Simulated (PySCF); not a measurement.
Ranking problems on computed properties.

All species are isolated and taken at one optimised geometry, non-relativistic unless stated. Electronic properties by PySCF.

The conformers computed, where there is a choice (atom-mapped SMILES and torsion angles):
- `[CH2:1]=[C:2]([Cl:3])[c:4]1[cH:5][n:6][cH:7][n:8]1[SiH3:9]`: C1–C2–C4–C5 -19°
- `[CH:1]#[C:2][Si@@H:3]([SH:4])[C:5]([CH3:6])([F:7])[F:8]`: C2–Si3–C5–C6 -50°, H–S4–Si3–C2 151°
- `[CH3:1][C@@H:2]1[CH2:3][CH2:4][Si@@H:5]1[NH2:6]`: H–N6–Si5–C4 90°, H–N6–Si5–C4 -50°
- `[CH3:1][C:2]#[C:3][PH:4][CH2:5][CH2:6][CH3:7]`: C3–P4–C5–C6 -72°, P4–C5–C6–C7 -61°
- `[CH2:1]=[CH:2][P:3]([CH3:4])[CH:5]1[CH2:6][CH2:7]1`: C1–C2–P3–C4 133°, C2–P3–C5–C6 -167°
- `[CH2:1]=[CH:2][C@H:3]1[CH2:4][Si@@H:5]([OH:6])[CH2:7]1`: C1–C2–C3–C4 124°, H–O6–Si5–C4 46°
- `[CH:1]#[C:2][CH2:3][CH2:4][Si@H:5]([CH3:6])[OH:7]`: C2–C3–C4–Si5 61°, C3–C4–Si5–C6 57°, H–O7–Si5–C4 39°

The conformers of `CCP1C=CCC1` aren't listed.

Question: Rank by dipole moment, lowest first (CAM-B3LYP/def2-SVPD at GFN2-xTB geometries).
A. `C=C(Cl)c1cncn1[SiH3]`
B. `CC#CPCCC`
C. `[Si@@H](C(F)(F)C)(S)C#C`
D. `Cc1cnnc([SiH3])c1Cl`
E. `C[C@@H]1CC[Si@@H]1N`

Answer: E (1.02 D), B (1.57 D), C (2.08 D), A (2.30 D), D (3.63 D).

Question: Rank by smallest rotational constant, highest first (GFN2-xTB).
A. `C=C[C@H]1C[Si@@H](O)C1`
B. `C#C[Si@@H](S)C(C)(F)F`
C. `P(CCC)C#CC`
D. `C=C(Cl)C1=CN=CN1[SiH3]`
E. `C=CP(C)C1CC1`

Answer: E (1.269 GHz), A (1.076 GHz), C (0.926 GHz), B (0.828 GHz), D (0.711 GHz).

Question: Rank by static isotropic polarisability, highest first (CAM-B3LYP/def2-SVPD at GFN2-xTB geometries).
A. `C(#C)CC[Si@H](C)O`
B. `C=C[C@H]1C[Si@@H](O)C1`
C. `CC#CPCCC`
D. `C[C@@H]1CC[Si@@H]1N`
E. `S[Si@@H](C(F)(C)F)C#C`

Answer: C (98.5 au), E (92.8 au), B (87.0 au), A (84.6 au), D (79.0 au).

By how much do the two ends of that ranking differ?

By 19.5 au, between `CC#CPCCC` and `C[C@@H]1CC[Si@@H]1N`.

Question: Rank by HOMO–LUMO gap, lowest first (CAM-B3LYP/def2-SVPD at GFN2-xTB geometries).
A. `C#C[Si@@H](S)C(C)(F)F`
B. `CC#CPCCC`
C. `C=C(Cl)c1cncn1[SiH3]`
D. `[C@H]1(CC[Si@@H]1N)C`
E. `C#CCC[Si@H](C)O`
F. `CC1=C(Cl)C([SiH3])=NN=C1`
G. `C1C=CP(C1)CC`

Answer: C (7.53 eV), F (7.70 eV), G (8.57 eV), B (8.92 eV), A (9.17 eV), D (9.38 eV), E (10.27 eV).

Question: Rank by lowest triplet excitation (Tamm–Dancoff), lowest first (TDA CAM-B3LYP/def2-SVPD at GFN2-xTB geometries).
A. `C1CCP(C=1)CC`
B. `[Si@@H](O)(CCC#C)C`
C. `CC#CPCCC`
D. `C#C[Si@@H](S)C(C)(F)F`
E. `C[C@@H]1CC[Si@@H]1N`
F. `C=C(Cl)c1cncn1[SiH3]`
G. `Clc1c(C)cnnc1[SiH3]`
H. `C1[Si@H](O)C[C@@H]1C=C`

Answer: G (2.89 eV), F (3.05 eV), A (4.07 eV), H (4.47 eV), C (4.87 eV), D (4.97 eV), B (5.51 eV), E (5.94 eV).

Question: Rank by electronic spatial extent ⟨r²⟩ about the centre of nuclear charge, lowest first (CAM-B3LYP/def2-SVPD at GFN2-xTB geometries).
A. `Cc1cnnc([SiH3])c1Cl`
B. `CC#CPCCC`
C. `C(F)([Si@H](S)C#C)(F)C`
D. `C=C[C@H]1C[Si@@H](O)C1`
E. `C[C@@H]1CC[Si@@H]1N`

Answer: E (768 bohr²), D (1155 bohr²), B (1348 bohr²), C (1419 bohr²), A (1632 bohr²).
